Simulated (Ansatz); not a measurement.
`N[SiH2][AlH2]` + `N=C[SiH3]` → `[AlH2]/[N]=C\[SiH3]` + `N[SiH3]`  (cleavage of the Al–Si bond)

Computed with Ansatz on PBE0-D4/def2-TZVP structures; ΔE is electronic, products minus reactants. CCSD(T)/CBS adds triple-zeta CCSD(T) − MP2 to the extrapolated MP2 energy (def2 sets, frozen cores). This one scheme is used for every species. Functionals use def2-TZVPP. B3LYP here is the variant with VWN-RPA as its local correlation; programs differ in this. HSE06 is defined as in plane-wave codes. One conformer a species, not always the lowest.

Is it downhill or uphill in electronic energy at CCSD(T)/CBS, and by how much? (Estimate.)

Computed: Downhill: ΔE = -89.3 kJ/mol.

What do these levels give: LDA (SPW92), PBE-D4, r2SCAN-D4, HSE06-D4, BLYP, B3LYP, r2SCAN0, LC-ωPBE, SCS-MP2/def2-TZVPP, CCSD/def2-TZVPP, CCSD(T)/def2-TZVPP, HF/CBS(def2)? (An estimate is asked.)

The calculation gave: LDA (SPW92) -89.4, PBE-D4 -81.6, r2SCAN-D4 -95.6, HSE06-D4 -80.8, BLYP -98.3, B3LYP -97.1, r2SCAN0 -92.4, LC-ωPBE -83.6, SCS-MP2/def2-TZVPP -99.2, CCSD/def2-TZVPP -89.0, CCSD(T)/def2-TZVPP -89.3, HF/CBS(def2) -98.2 kJ/mol.

Largest T1 diagnostic among the species: 0.015.

Leaving LDA and LC-ωPBE aside and taking each functional with its dispersion term where it has one, the values, not all of them listed here, spread over 19.3 kJ/mol, from CAM-B3LYP-D4 to PBE0-D4. LDA lies −8.5 kJ/mol from PBE without D4. At CCSD(T), def2-SVP lies −6.1 kJ/mol from the extrapolated value and def2-TZVPP −0.0 kJ/mol.
